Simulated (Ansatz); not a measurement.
Saddle point of BNH₃OF, singlet (BNH₃OF ([NH2][B]([OH])[F]) → BNHF ([NH][B][F]) + H₂O (still joined by a long B–O bond); bonds formed: O2–H4; bonds broken: N3–H4; bonds weakened to dative contacts: B1–O2), PBE0-D4/def2-TZVP structure:

```xyz
7
angstrom
B -0.5510 0.1632 0.0923
O 0.3220 -1.1330 0.2765
N 0.2382 0.8449 -0.7390
H 0.9227 -0.4929 -0.3590
F -1.6892 0.1575 0.7688
H 0.7004 -1.2608 1.1549
H 0.0568 1.7211 -1.1946
```

Energies are electronic, without zero-point energy. Barriers and step energies count from the start structure reached by relaxing down the imaginary mode; all methods use the PBE0-D4 structures, on which another method's saddle can fall below an end. Computed with Ansatz 0.2.0 (basis: def2-TZVPP, with def2-QZVPP for the basis limit); correlated methods freeze the cores. B3LYP uses VWN-RPA correlation. Extrapolation: Hartree–Fock as exp(−7.88 √X), correlation as X^−2.97.

| method | barrier (kJ/mol) | step energy (kJ/mol) |
| --- | --- | --- |
| SPW92 | 267.4 | 276.0 |
| PBE-D4 | 278.8 | 276.5 |
| BLYP-D4 | 287.0 | 277.2 |
| r2SCAN-D4 | 297.4 | 289.9 |
| B97M-V | ? | 292.0 |
| PBE0-D4 | 299.1 | 291.9 |
| B3LYP-D4 | ? | 290.3 |
| r2SCAN0-D4 | 309.9 | 299.4 |
| BHLYP-D4 | 325.9 | 307.1 |
| CAM-B3LYP-D4 | 308.1 | 296.3 |
| wB97X-V | 308.1 | 296.1 |
| wB97M-V | 301.8 | 289.1 |
| B2PLYP | 304.4 | 291.2 |
| PBE-QIDH | 309.0 | 298.6 |
| RPA on PBE | ? | 286.0 |
| HF | 359.9 | 326.5 |
| MP2 | 300.7 | 289.7 |
| CCSD | 315.1 | 297.7 |
| CCSD(T) | 305.0 | 290.7 |

Task: Fill in the withheld barriers. (Judge from chemistry; the value comes from the calculation.)

Result: By the calculation: RPA on PBE 299.7; B3LYP-D4 302.9; B97M-V 308.1 kJ/mol. Each is the energy of the saddle less that of the start structure, by the same method.

For comparison, the barrier by CCSD(T) at an estimated basis limit (MP2 extrapolated from triple and quadruple zeta, plus CCSD(T) − MP2 in triple zeta) is 305.0 kJ/mol.

The T1 diagnostic stays at or below 0.013.

Labels in which every atom is bracketed show which atoms are joined, not bond orders.

For scale, one of the runs: CCSD(T)/def2-TZVPP, 166 basis functions, launched by `ansatz run in.yaml --threads 2 --pin off --events-out ev --progress --plain --max-ram 4352MiB`. The run took 23 s on 2 CPU threads of an Intel Xeon Platinum 8488C (shared host), with 1.5 GiB of host memory at its peak.
